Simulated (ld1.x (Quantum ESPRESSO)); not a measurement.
## Cl (Z = 17), TM: configuration errors across variants

```json
{
 "Element": "chlorine (Cl)",
 "Generator": "ld1.x (Quantum ESPRESSO) 7.5",
 "Type": "norm-conserving Troullier–Martins (Kleinman–Bylander form)",
 "Functional": "LDA (PZ)",
 "Relativity": "scalar-relativistic",
 "Frozen core": "[Ne]",
 "Valence charge": "7",
 "Reference configuration": "3s1.75 3p5.25",
 "Partial waves": "3p (bound): rc 1.05 bohr; 3s (bound): rc 1.00 bohr",
 "Local potential": "the s channel",
 "Core correction": "a·sin(br)/r model core inside 0.85 bohr"
}
```

All-electron excitation energies from the reference (eV): (1) 3s2 3p5 -3.001; (2) 3s2 3p4 10.971; (3) 3s2 3p3 36.499; (4) 3s2 3p2 74.894; (5) 3s2 3p1 127.264; (6) 3s2 3p4.5 2.633; (7) 3s1 3p6 9.047; (8) 3s1.75 3p5.25 spin -0.201; (9) 3s2 3p5 spin -3.187.

Spin tests fill each open shell by Hund’s rule, majority spin first.

3 further variants failed, have other tests or another functional or relativity, and are left out.

Errors AE − PS in meV (a dash: test not solved or not reliable):

```tsv
change	(1)	(2)	(3)	(4)	(5)	(6)	(7)	(8)	(9)	bound ghosts
base	+0.2	+4.5	+32	+103	+236	+0.6	+0.5	+2.7	+2.3	none
core correction a·sin(br)/r model core inside 1.12 bohr	+0.3	+4.8	+34	+114	+278	+0.7	+1.2	+12	+9.2	none
wave 3p (bound): rc 1.05 bohr becomes 3p (bound): rc 1.58 bohr	-0.1	+3.6	+31	+106	+263	+0.1	-0.6	+3.9	+3.6	none
wave 3s (bound): rc 1.00 bohr becomes 3s (bound): rc 0.90 bohr	+0.1	+5.6	+41	+135	+318	+0.6	+0.2	+2.6	+2.2	none
local potential all-electron potential smoothed inside 0.95 bohr (lloc = -1)	+0.2	+6.7	+50	+171	+434	+0.9	+0.8	+2.8	+2.4	none
```

Q: Give the same row for: all radii but the core radius scaled by about 1.03 (s 1.04, p 1.08 bohr).

A: +0.3, +4.0, +29, +93, +216, +0.6, +0.6, +3.0, +2.5; bound ghosts: none.
